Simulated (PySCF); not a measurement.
# Static response to an electric field

Species: CH₇GeNO₂Si.
Cartesian coordinates in Å at the PBE0-D3(BJ)/def2-SVP level; atoms count from 1:
```
atom  x, y, z in Å
O1     0.9539   -1.4502    0.1887
C2     1.5330   -0.4170   -0.0522
O3     2.8620   -0.3515   -0.1581
Si4    0.6045    1.2460   -0.3182
N5    -1.0471    0.8421   -0.0733
Ge6   -1.8967   -0.7633    0.3152
H7     3.2058   -1.2498   -0.0059
H8     1.1452    2.2468    0.6534
H9     0.9392    1.7338   -1.6928
H10   -1.7101    1.6093   -0.1322
H11   -1.4843   -1.3182    1.6863
H12   -1.7100   -1.7993   -0.8021
H13   -3.3840   -0.3415    0.3701
```

Level: PBE0/def2-SVPD (PySCF), static field, nuclei fixed, core orbitals frozen in the response. The polarisability tensor in these axes (au):

```
x   97.54  4.28 -3.27
y    4.28 87.84 -4.12
z   -3.27 -4.12 70.51
```

**Question.** Diagonalise the tensor; give its mean and Δα, where Δα² is half the sum of the squared differences of the eigenvalues.

**Answer.** Principal values 69.40, 86.63 and 99.86 au; mean 85.30 au = 12.64 Å³ = 14.06 × 10⁻⁴⁰ C²·m²/J; Δα = 26.46 au (31 % of the mean).

**Question.** What is the dipole moment, and where does it point?

**Answer.** (0.47, 0.84, -0.15) D, 0.98 D in size, pointing from the negative to the positive side. Measured along this direction, the outermost atoms are H12 at the negative end and H8 at the positive end.

**Question.** Sum over states: ᾱ = Σ f/ω², ω in Eh. What share falls to these 10 lowest TDDFT singlets (eV, f)? 5.15, 0.0022; 5.37, 0.0142; 5.91, 0.0090; 6.50, 0.0249; 6.95, 0.0220; 6.97, 0.0025; 7.21, 0.0023; 7.22, 0.0854; 7.35, 0.0009; 7.47, 0.0112.

**Answer.** They add up to 2.83 au, 3.3 % of the 85.30 au; the largest single term is 1.21 au, from the state at 7.22 eV. Terms in order: 0.06, 0.36, 0.19, 0.44, 0.34, 0.04, 0.03, 1.21, 0.01, 0.15 au. Higher excitations give the rest. The strengths listed sum to 0.175.

**Question.** Rayleigh depolarisation ratio (linearly polarised light, static tensor)?

**Answer.** ρ = 3Δα²/(45ᾱ² + 4Δα²) = 2100.5/(327387 + 2800.7) = 0.00636.

**Question.** Orientational against electronic polarisability at 500 K (dilute gas, rigid molecules)?

**Answer.** In Gaussian units μ²/3kT = 4.59 Å³ against 12.64 Å³, a ratio of 0.36; the Debye molar polarisation (4π/3)N_A(α + μ²/3kT) is 43.5 cm³/mol, leaving out the vibrational part.

**Question.** Refractivity n − 1 of an ideal gas of it at 273.15 K and 1 atm, from the electronic α?

**Answer.** N = p/kT = 2.6868 × 10¹⁹ cm⁻³, so n − 1 = 2π × N × 12.64 × 10⁻²⁴ cm³ = 2134 × 10⁻⁶ at long wavelengths.

Geometry: PBE0-D3(BJ)/def2-SVP, one conformer, isolated molecule. The calculation is non-relativistic, for germanium too.
